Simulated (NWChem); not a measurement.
# MgH$_{5}$SO$_{2}$Cl; SMILES [OH2]->[Mg](<-[OH2])([SH])[Cl]

```xyz
10

Mg     0.0229    -0.0159     0.0944
Cl     0.8230    -2.1487     0.0645
S      0.5730     2.2787     0.4830
H     -0.6268     2.5676     1.0362
O     -0.5275     0.5877    -1.8373
H     -0.1282     0.2809    -2.6607
H     -0.2352     1.5140    -1.6767
O     -1.7565    -0.7959     0.8426
H     -2.6576    -0.7006     0.5142
H     -1.5126    -1.7390     0.7872
```
Atoms are numbered in this order, from 1.

All runs use the structure optimised with PBE0/def2-SVP.

Q: List the 4 lowest vertical singlet excitations from LDA (Slater exchange, VWN5)/6-31G* (spherical d), TDA (NWChem).

A: 
```
state  energy (eV)  oscillator strength  leading excitation (squared amplitude)
-----  -----------  -------------------  --------------------------------------
S1            4.27                0.033                      HOMO → LUMO (0.98)
S2            5.07                0.040                    HOMO−1 → LUMO (0.63)
S3            5.25                0.071                    HOMO → LUMO+1 (0.61)
S4            5.33                0.025                    HOMO−2 → LUMO (0.98)
```
